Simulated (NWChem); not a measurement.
Molecule: C₂H₉PSi; SMILES C[SiH](C)P

```xyz
13

Si    -0.0118     0.4364     0.3978
C      1.5008     1.3503    -0.2823
C     -1.6165     1.1890    -0.2664
P     -0.0198    -1.8043    -0.0565
H     -0.0072     0.5330     1.8877
H      1.5385     1.2956    -1.3765
H      2.4316     0.9237     0.1076
H      1.4727     2.4101     0.0007
H     -2.4940     0.6692     0.1336
H     -1.6620     1.1338    -1.3604
H     -1.6936     2.2454     0.0175
H      0.2955    -1.6675    -1.4419
H      1.3378    -2.0249     0.3218
```
Atoms are numbered in this order, from 1.

Level: B3LYP/6-31G* (spherical d) (NWChem), optimised geometry, unscaled harmonic frequencies. 

### Question
List the harmonic frequencies with IR intensities, and the thermochemistry.

### Answer
| frequency (cm⁻¹) | IR intensity (km/mol) |
|---|---|
| 130 | 2.7 |
| 152 | 0.3 |
| 160 | 0.5 |
| 165 | 3.3 |
| 188 | 1.8 |
| 216 | 2.9 |
| 421 | 5.2 |
| 597 | 29.7 |
| 623 | 17.0 |
| 647 | 13.6 |
| 662 | 3.4 |
| 703 | 10.1 |
| 797 | 8.0 |
| 818 | 10.0 |
| 888 | 54.5 |
| 912 | 189.0 |
| 921 | 113.8 |
| 1129 | 20.1 |
| 1326 | 23.3 |
| 1333 | 9.0 |
| 1489 | 0.4 |
| 1491 | 2.7 |
| 1498 | 4.6 |
| 1502 | 5.4 |
| 2215 | 156.8 |
| 2383 | 75.7 |
| 2395 | 89.7 |
| 3043 | 6.5 |
| 3046 | 5.5 |
| 3114 | 6.7 |
| 3118 | 14.9 |
| 3126 | 10.1 |
| 3127 | 8.6 |

```yaml
zero_point_energy: 63.4 kcal/mol
thermal correction to the enthalpy at 298.15 K (with zero-point energy): 68.9 kcal/mol
heat capacity Cv: 26.9 cal/(mol K)
entropy at 298.15 K and 1 atm (symmetry number 1): 84.9 cal/(mol K)
dipole_moment: 1.80 D
```

Rigid rotor and harmonic oscillator.
